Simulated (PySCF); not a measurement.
Al₂O₃, SMILES [O][Al][O][Al][O] (connectivity only; charge and spin as stated), neutral, multiplicity 1.

Coordinates come from a ωB97X-D3(BJ)/def2-SVP optimisation. One conformer was computed; it need not be the lowest.

Two levels are set side by side: TDDFT-PBE/def2-SVPD (PySCF) and TDDFT-LC-ωPBE/def2-SVPD (PySCF). Vertical, same geometry. The lowest singlet is HOMO→LUMO 99 % with PBE and HOMO−1→LUMO 68 %, HOMO−2→LUMO+1 26 % with the other functional; states are paired by order. Differences are taken from unrounded values.

| quantity | TDDFT-LC-ωPBE | TDDFT-PBE | TDDFT-PBE minus TDDFT-LC-ωPBE |
|---|---|---|---|
| lowest singlet excitation (eV) | 3.89 | 2.60 | -1.29 |
| lowest triplet excitation (TDA) (eV) | 3.30 | 2.32 | -0.98 |
| first bright state (f over 0.05) (eV) | 3.89 | 4.03 | 0.14 |
| its oscillator strength | 0.07 | 0.13 | 0.06 |

Functionals without exact exchange tend to place singlet excitations lower, as here. Differences between two approximate levels are no errors against the true value.

Rough cost on one machine, each run with all the roots and properties that it gave: TDDFT-LC-ωPBE against TDDFT-PBE about 4 times.
